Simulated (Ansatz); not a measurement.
Mulliken charges of CH4BBrS, SMILES `CB(S)Br` from PBE/def2-TZVPP in Ansatz (PBE0-D4/def2-TZVP geometry).

```
atom   x (Å)   y (Å)   z (Å)  charge (e)
  C1  -0.184   0.895   0.019      -0.301
  B2  -0.021  -0.589  -0.419       0.084
  S3   0.673  -1.908   0.563      -0.116
 Br4  -0.605  -1.120  -2.180      -0.101
  H5   0.174   1.101   1.029       0.086
  H6   0.350   1.548  -0.679       0.120
  H7  -1.237   1.187  -0.044       0.120
  H8   0.942  -1.172   1.656       0.107
```

Task: By hand: the dipole of these point charges (1 e Å = 4.8032 D).

Result: Σ q r = (0.046, 0.313, 0.293) e Å, of length 0.431 e Å = 2.07 D.

Task: How does the dipole of the full density compare? (An estimate is asked.)

Result: Computed: (0.072, 0.269, 0.334) e Å, 2.09 D; the point charges give 0.99 times that, at 9° from its direction.

Point charges leave out the atoms' own dipoles, such as those of lone pairs, and Mulliken's split depends on the basis, so the close match here is no proof of good charges.
